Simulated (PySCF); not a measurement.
## Structure from 2D NMR

Compound of formula C₄H₆F₂O₂Si. Correlations simulated from computed shifts and the bond graph:

HSQC (one-bond C–H):
```csv
δH,δC
7.60,152.9
3.15,34.8
```

COSY cross peaks (H two or three bonds apart, from the bond graph; peaks can be absent where the dihedral angle is near 90°):
```csv
δH,δH
4.31,3.15
```

HMBC (two and three bonds, from the bond graph):
```csv
δH,δC
7.60,"164.0, 34.8"
4.31,"175.0, 164.0, 34.8"
3.15,"175.0, 164.0, 152.9"
```

Carbons without hydrogens: δ 175.0, 164.0.

How the numbers were obtained: geometry from GFN2-xTB, NMR shieldings at PBE0/pcSseg-1/GIAO, in PySCF (one conformer, no solvent, one averaged value for each set of equivalent atoms, non-relativistic Hamiltonian).

Chemical shifts δ = σref − σ; 1H (σ = 31.72 ppm) and 13C (σ = 186.93 ppm) vs TMS, all at this level.

Exchangeable hydrogens are left out of these lists.

**Question.** Assemble the structure.

**Answer.** `O=C(O)[C@@H]([SiH3])/C(F)=C\F`.

Atom-mapped SMILES (the numbers label the heavy atoms): `[O:1]=[C:2]([OH:3])[C@@H:4]([SiH3:5])/[C:6]([F:7])=[CH:8]\[F:9]`. Each H is labelled by its parent atom.

- δC 175.0 is C2, a carboxylic acid carbon.
- δC 164.0 is C6, a fully substituted alkene carbon.
- δC 152.9 is C8, an alkene CH (δH 7.60).
- δC 34.8 is C4, an sp3 CH bonded to Si, α to a carbonyl (δH 3.15).
- HMBC from δH 7.60 reaches the proton-free carbon C6.
- HMBC from δH 4.31 reaches the proton-free carbons C2, C6.
- HMBC from δH 3.15 reaches the proton-free carbons C2, C6.
- COSY links 4.31–3.15.

This is the structure that produced the data.

Exchangeable OH/NH protons stand at their gas-phase positions; hydrogen bonding in a real sample shifts them, mostly to higher δ. Shifts are as computed. Against solution values, carbons near 30 ppm lie about +3 ppm off and those near 130 ppm about +5 ppm. Of 1211 compounds with measured shifts, 218 miss one by over three times the rms of a fit or turn the order of signals round; such compounds aren't used in these exercises. The C=O carbon of an acid or of an amide with N–H lies up to 10 ppm further downfield in solution, through hydrogen bonding that the calculation lacks.
